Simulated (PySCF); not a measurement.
HgB and its ions

B3LYP; PySCF, scalar-relativistic core potentials, basis sets Hg cc-pVDZ-PP with ECP60, B cc-pVDZ. Neutral (UKS): doublet (π ↑), Re = 2.432 Å, ωe = 205 cm⁻¹, De = 0.20 eV, HOMO -4.94 eV, LUMO -2.80 eV.

HgB⁺ (UKS): singlet (closed shell), Re = 2.405 Å, ωe = 287 cm⁻¹, De = 1.51 eV to Hg + B⁺. The energies at the minima are -178.23245 hartree for HgB and -177.95902 for HgB⁺.

Task: Work out the adiabatic ionisation energy, without and with harmonic zero-point energies (1 hartree = 27.2114 eV, 1 eV = 8065.5 cm⁻¹), and the change of the bond length.

Result: At B3LYP: 0.27343 hartree = 7.440 eV between the minima; the zero-point term (287.0 − 205.0)/2 cm⁻¹ = +0.005 eV makes it 7.445 eV. Re changes by -2.7 pm against the neutral. The electron leaves a π orbital, and the shorter bond of the ion fits an antibonding orbital, or a change in how ionic the bond is.

Weak bonds: HgB. Basis-set superposition, not corrected here, can be much of De in a small basis, most of all at correlated wavefunction levels. Spin–orbit coupling is left out, which matters for elements this heavy, above all for dissociation energies. For an ion De counts to the pair picked by the measured ionisation energies or electron affinities, which need not be the lowest pair at this level. States were picked by a PBE0 search and need not be the measured ground states.
